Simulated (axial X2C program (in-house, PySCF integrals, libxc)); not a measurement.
Spin–orbit effects down a group: molecules with P (ions), PBE0

Calculated with an in-house relativistic program for diatomic molecules, spin-free (one-electron X2C) or two-component (2c: spin–orbit coupling with atomic mean-field Coulomb and Gaunt terms, which also bring small scalar terms), in Dyall basis sets with cores contracted in-house; open shells are unrestricted.

Basis sets: C dyall-v3z, Ge dyall-cv3z, P dyall-v3z, Si dyall-v3z.

```tsv
molecule	spin-free state	Re (Å)	ωe (cm⁻¹)	De (eV)	2c state	Re 2c (Å)	ωe 2c (cm⁻¹)	De 2c (eV)
PC⁺	M_S = 1, Λ = 1	1.620	1141.0	4.91	Ω = 2	1.620	1139.8	4.92
SiP⁺	M_S = 1, Λ = 0	2.226	507.9	3.06	Ω = 1	2.226	507.7	3.06
GeP⁺	M_S = 1, Λ = 0	2.304	393.1	2.74	Ω = 1	2.305	392.5	n/a
```

Problem. Work out the shifts from the spin-free to the two-component result.

Solution. 

```
molecule  2c state  ΔRe (Å)  Δωe (cm⁻¹)  ΔDe (eV)
     PC⁺     Ω = 2    0.000        -1.2      0.01
    SiP⁺     Ω = 1    0.000        -0.2      0.00
    GeP⁺     Ω = 1    0.001        -0.6       n/a
```

Shifts of one unit in the last digit are rounding.

Fragments in 2c: P+ + C, P + Si+, Ge+ + P. Each entry is the lowest single determinant of a limited PBE0 search at one distance. De goes to single-determinant-based atoms at the same level (for ions the charge split of lowest energy) and is withheld (n/a) where an atom does not fit its ground term or J level. Main or longest-lived isotopes. One determinant is a doubtful description, or other states lie close, for PC⁺, SiP⁺, GeP⁺; these need not be ground states, and all values refer to the states named. Some open-shell Ω = 0 determinants are out of reach, so the Ω given for PC⁺, SiP⁺, GeP⁺ need not be the lowest component. With several unpaired electrons the Ω given is that of one determinant, not necessarily of the lowest component. Some light 2c atoms are not at their ground J level, so De misses part of their lowering (0.04 eV or less). The functionals have no current term, which raises determinants with orbital currents.
